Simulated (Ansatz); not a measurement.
Job for Ansatz (an electronic-structure program): R-BLYP/def2-TZVPP on H2OSe (SMILES O[SeH]), a point of a torsion scan.

Ansatz 0.2 input:
```yaml
crystal:
  periodic: [false, false, false]
  atoms:
    - {symbol: O, position_ang: [-0.94893878, 0.26128052, 0.28091275]}
    - {symbol: Se, position_ang: [0.75291018, 0.70189259, -0.19574029]}
    - {symbol: H, position_ang: [-1.28692730, -0.41751869, -0.30707983]}
    - {symbol: H, position_ang: [0.60749792, 0.42859179, -1.62591716]}
basis:
  gaussian:
    orbitals: def2-TZVPP
hamiltonian:
  xc: {name: BLYP}
scf: {lower_state_search: off}
```

Task: Give the final energy of this run.

Result: -2478.0095 hartree.
